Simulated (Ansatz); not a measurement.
```yaml
crystal:
  periodic: [false, false, false]
  atoms:
    - {symbol: Al, position_ang: [0.443841, 2.222386, 1.122583]}
    - {symbol: Al, position_ang: [-0.443368, -2.222292, -1.122948]}
    - {symbol: Sb, position_ang: [1.305881, -0.131462, -0.255691]}
    - {symbol: Sb, position_ang: [-1.306355, 0.131368, 0.256056]}
basis:
  gaussian: {orbitals: def2-TZVPP, point_charges: [{charge: -1.00, position_ang: [4.683, -0.966, 0.347]}]}
hamiltonian: {xc: {name: HF}}
correlation: {method: rpa}
scf: {omitted_lower_state_checks: [starts]}
```

```sh
$ ansatz run in.yaml --threads 4 --pin off --events-out ev --progress --plain --max-ram 4787MiB
```

Shortened log:

```
Functional definition: HF
1446 factors; integrals over basis functions are off by at most 5.2e-4 eV
mean field evaluation 1: about -26187.3352 eV, gradient 1.6e1 eV
mean field evaluation 2: about -26187.6036 eV, gradient 1.6e1 eV
mean field evaluation 4: about -26188.7701 eV, gradient 2.2e0 eV
mean field evaluation 8: about -26188.8139 eV, gradient 2.8e-1 eV
mean field -26188.81448557 eV, -962.4211809286 hartree, gradient 2.4e-6 eV, S^2 0.000000; 0 other end points of the search recorded, 0 dependent functions left out; unrestricted orbitals would lower it
mean field evaluation 16: about -26188.8355 eV, gradient 4.3e0 eV
18 core orbitals not correlated: weight in the atoms' cores, before any rotation towards them, 1.000 or more for the frozen orbitals, at most 0.000 for the correlated occupied ones
reference -26188.81448557 eV, -962.4211809286 hartree; 18, 18 occupied and 148, 148 virtual orbitals, 1446 factors
Total energy: -26211.11130670 eV, -963.2405739917 hartree
Checks for a lower state left out: starts
```

Run time 3.8 s (4 threads of Arm Neoverse V1 on a shared host).

In the def2 sets Sb takes a core potential; there is no spin–orbit coupling. Correlated methods freeze 18 core orbitals; core or outer-core shells of Sb are correlated, in sets that lack core-valence functions. The restricted singlet (for correlated methods, its reference) is unstable: a solution with broken spin symmetry lies lower.
